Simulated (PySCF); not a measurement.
Spectra and structures to be paired. Method used: TDDFT wB97X-D/def2-SVPD, vertical, gas phase, core orbitals frozen in the response in PySCF 2.14.0, density-fitted response routines. Geometries: GFN2-xTB; one conformer of each isolated species. Triplets are in the Tamm–Dancoff approximation. Ions are computed without counter-ions or solvent.

A. `COc1ccccn1`
B. `[H]/N=C(/C)C=O`
C. `c1(ccncc1)C[NH3+]`

Lowest singlet levels (six at most, fewer where fewer were computed) with oscillator strengths:

1. 372 nm (f 0.001); 275 nm (f 0.001); 195 nm (f 0.124); 170 nm (f 0.000); 161 nm (f 0.010); 160 nm (f 0.000); T1 2.79 eV
2. 276 nm (f 0.003); 251 nm (f 0.000); 227 nm (f 0.058); 194 nm (f 0.006); 181 nm (f 0.004); 179 nm (f 0.014); T1 3.85 eV
3. 237 nm (f 0.074); 225 nm (f 0.003); 205 nm (f 0.000); 201 nm (f 0.164); 177 nm (f 0.000); 168 nm (f 0.579); T1 4.10 eV

Question: Which spectrum belongs to which structure?

Answer: 1 = B, 2 = C, 3 = A.
- A: S1 at 5.24 eV, HOMO→LUMO (88%), HOMO-2→LUMO+1 (9%); Löwdin shares by element: HOMO carbon 48% or more, oxygen 21% (atoms not listed hold the other 31%); LUMO carbon 58% or more, nitrogen 18% (atoms not listed hold the other 24%); HOMO -8.56 and LUMO 1.05 eV; point group Cs, 2 of its 6 listed states under f = 0.0005.
- B: S1 at 3.34 eV, HOMO→LUMO (92%); Löwdin shares by element: HOMO nitrogen 35%, carbon 25% or more, oxygen 22% (atoms not listed hold the other 18%); LUMO carbon 46% or more, oxygen 25%, nitrogen 20%; HOMO -9.60 and LUMO -0.67 eV; point group Cs, 2 of its 6 listed states under f = 0.0005.
- C: S1 at 4.50 eV, HOMO→LUMO (73%), HOMO→LUMO+1 (22%); Löwdin shares by element: HOMO nitrogen 61% or more, carbon 26% or more; LUMO nitrogen 23%, carbon 22% or more (atoms not listed hold the other 54%); HOMO -12.86 and LUMO -3.52 eV.
